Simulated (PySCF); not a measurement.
A calculated (PBEsol, PySCF 2.14, x2c-TZVPPall, the spin-free X2C one-electron Hamiltonian (Gaussian nucleus)) atom or ion has these occupied shells.

| shell | electrons | orbital energy (eV) | rms radius, mean of both spins (bohr) |
| --- | --- | --- | --- |
| 1s α | 1 | -78120.5 | 0.0194 |
| 1s β | 1 | -78120.5 | 0.0194 |
| 2s α | 1 | -13735.6 | 0.0782 |
| 2s β | 1 | -13735.5 | 0.0782 |
| 2p α | 3 | -11960.3 | 0.0716 |
| 2p β | 3 | -11960.2 | 0.0716 |
| 3s α | 1 | -3238.2 | 0.200 |
| 3s β | 1 | -3238.1 | 0.200 |
| 3p α | 3 | -2718.3 | 0.202 |
| 3p β | 3 | -2718.2 | 0.202 |
| 3d α | 5 | -2130.2 | 0.184 |
| 3d β | 5 | -2130.1 | 0.184 |
| 4s α | 1 | -705.82 | 0.441 |
| 4s β | 1 | -705.67 | 0.441 |
| 4p α | 3 | -534.19 | 0.470 |
| 4p β | 3 | -534.05 | 0.470 |
| 4d α | 5 | -319.43 | 0.504 |
| 4d β | 5 | -319.27 | 0.504 |
| 5s α | 1 | -114.89 | 1.01 |
| 5s β | 1 | -113.88 | 1.01 |
| 4f α | 7 | -83.620 | 0.570 |
| 4f β | 7 | -83.379 | 0.570 |
| 5p α | 3 | -69.719 | 1.17 |
| 5p β | 3 | -68.456 | 1.17 |
| 5d α | 5 | -18.707 | 1.72 |
| 5d β | 3 | -17.397 | 1.72 |
| 6p α | 1 | -8.740 | 3.67 |

Task: Name the element and its charge.

Result: Pt⁺ (platinum, charge +1), in [Xe] 4f14 5d8 6p1, one real determinant (an excited configuration).
